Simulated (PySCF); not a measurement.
## Threshold energies of SnBr in a plasma

PBE in PySCF with def2-TZVPPD on every atom (core potentials on Sn), for the lowest determinant that a PBE0 search found; no spin–orbit coupling.

```
species  state (unpaired electrons)  Re (Å)  ωe (cm⁻¹)  energy of the minimum from the neutral (eV)  De (eV)  dissociates to
   SnBr               doublet (π ↑)   2.542        234                                         0.00     3.71         Sn + Br
  SnBr⁺      singlet (closed shell)   2.427        287                                         6.84     4.13        Sn⁺ + Br
  SnBr⁻              triplet (π ↑↑)   2.731        164                                        -1.48     1.69        Sn + Br⁻
```

Question: Work out the lowest energy to break SnBr into atoms, from its vibrational ground state.

Answer: D0 = De − ωe/2 = 3.71 − 0.01 = 3.70 eV (PBE/def2-TZVPPD).

Question: Work out the ionisation energy of the Sn atom at this level and the threshold of dissociative ionisation.

Answer: IE(Sn) = 6.84 + 4.13 − 3.71 = 7.26 eV, so Sn⁺ + Br + e⁻ appears at D0 + IE(Sn) = 10.96 eV (PBE/def2-TZVPPD). The measured IE(Sn) is 7.344 eV (NIST ASD).

Question: Work out the electron affinity of the Br atom and the threshold of dissociative attachment.

Answer: EA(Br) = 3.71 − 1.69 − (-1.48) = 3.50 eV, so Sn + Br⁻ needs D0 − EA(Br) = 0.20 eV (PBE/def2-TZVPPD). The measured EA(Br) is 3.364 eV.

Question: At which energy does ion-pair formation open?

Answer: Sn⁺ + Br⁻ lies at D0 + IE(Sn) − EA(Br) = 7.46 eV (PBE/def2-TZVPPD).

These are thermodynamic thresholds; the onsets seen under electron impact lie higher where the geometry changes, and cross-sections peak well above them.

Spin–orbit coupling is left out, which matters for elements this heavy, above all for dissociation energies. For an ion De counts to the pair picked by the measured ionisation energies or electron affinities, which need not be the lowest pair at this level. The highest Kohn–Sham level is positive in this anion. Much of that is self-interaction error, but it also means that the finite basis helps to hold the extra electron. States were picked by a PBE0 search and need not be the measured ground states.
